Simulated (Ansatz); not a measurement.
```xyz
4

F     0.0302   -0.3499   -1.2142
H     0.0229    0.4116   -0.8069
F     0.0364    0.3756    1.1608
H     0.0004   -0.4963    0.8271
```

Basis set: 6-31G* (spherical functions). Left uncorrelated: 2 orbitals. Charge 0, multiplicity 1.

Computed with Ansatz (development build ahead of 0.2.0); each method stands on the lowest determinant of its kind that the runs found. Restricted open shells among the atoms or ions are ROHF, correlated in semicanonical orbitals with singles.

Question: Give the atomization energy at this shape (free ground-state atoms in the same class of orbitals less the molecule, no zero-point energy) of singlet H2F2 by RHF-MP2, RHF.

Answer:

```json
{"method": "RHF-MP2", "atomization energy": "249.17 kcal/mol"}
{"method": "RHF", "atomization energy": "181.64 kcal/mol"}
```

Caution: the shape is not the minimum.
